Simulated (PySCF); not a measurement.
A PySCF script (with the pyscf-properties extension) for the NMR shieldings of SMILES OB1C[C@@H]2CCC[C@@H](C2)O1, C$_{7}$H$_{13}$BO$_{2}$, on a GFN2-xTB geometry:

```python
import basis_set_exchange as bse
import numpy as np
from pyscf import gto, dft
from pyscf.prop import nmr

atoms = """
O     2.303931    1.326326   -1.746105
B     1.453500    0.880517   -0.783382
C     1.631561   -0.554680   -0.073491
C     0.445385   -0.901412    0.838934
C    -0.726969   -1.514600    0.066627
C    -1.319937   -0.535076   -0.941682
C    -1.721490    0.769340   -0.260754
C    -0.527819    1.371002    0.493051
C    -0.017190    0.378023    1.537698
O     0.482263    1.743752   -0.422920
H     3.013691    0.728653   -1.975255
H     1.783707   -1.356218   -0.800425
H     2.539683   -0.524002    0.536537
H     0.765856   -1.629104    1.594905
H    -0.393693   -2.417532   -0.450172
H    -1.501482   -1.808178    0.780644
H    -2.192141   -0.981758   -1.423337
H    -0.585596   -0.316909   -1.719295
H    -2.069488    1.486179   -1.005923
H    -2.529203    0.592063    0.452031
H    -0.840259    2.303387    0.983547
H     0.817900    0.824564    2.081293
H    -0.816958    0.162647    2.247555
"""
names = dict.fromkeys(["O", "B", "C", "H"], "pcSseg-1")
basis = {el: gto.basis.parse(bse.get_basis(n, elements=[el], fmt="nwchem")) for el, n in names.items()}
mol = gto.M(atom=atoms, basis=basis, charge=0, verbose=0)
mf = dft.RKS(mol, xc="PBE0")
mf.grids.level = 2
mf.grids.alignment = dft.numint.BLKSIZE   # the property module wants whole blocks of grid points
mf.conv_tol = 1e-9
mf.kernel()

calc = nmr.RKS(mf)   # GIAO
C = mf.mo_coeff
Co = C[:, mf.mo_occ > 0]
resp = mf.gen_response(singlet=True, hermi=2)
def vind(x):   # induced exchange potential for any number of trial vectors
    d = np.einsum("pi,xij,qj->xpq", C, 2 * x.reshape(-1, C.shape[1], Co.shape[1]), Co, optimize=True)
    return np.einsum("xpq,pi,qj->xij", resp(d - d.transpose(0, 2, 1)), C, Co, optimize=True).ravel()
mo1, _ = nmr.rhf.solve_mo1(calc, with_cphf=vind)
sigma = calc.kernel(mo1)
for i, s in enumerate(sigma):   # ppm
    print("%2d %-2s %9.2f" % (i, mol.atom_pure_symbol(i), np.trace(s) / 3))
```

Task: What are the results?

Result: 
```
 0 O     203.39
 1 B      71.68
 2 C     166.73
 3 C     157.01
 4 C     149.88
 5 C     168.54
 6 C     151.06
 7 C     116.11
 8 C     148.95
 9 O     172.70
10 H      27.95
11 H      31.31
12 H      30.67
13 H      29.70
14 H      30.20
15 H      30.19
16 H      30.25
17 H      29.94
18 H      29.73
19 H      30.38
20 H      27.25
21 H      30.05
22 H      30.25
```

These numbers come from an equivalent density-fitted implementation of the same equations, which agrees with the script to about 0.01 ppm for H and up to a few tenths of a ppm for heavy atoms, so last digits may differ.

Size and cost of the density-fitted run: 235 basis functions, 2.3 min wall time on 1 thread of an Intel Xeon, shared host; peak memory 1.1 GiB.
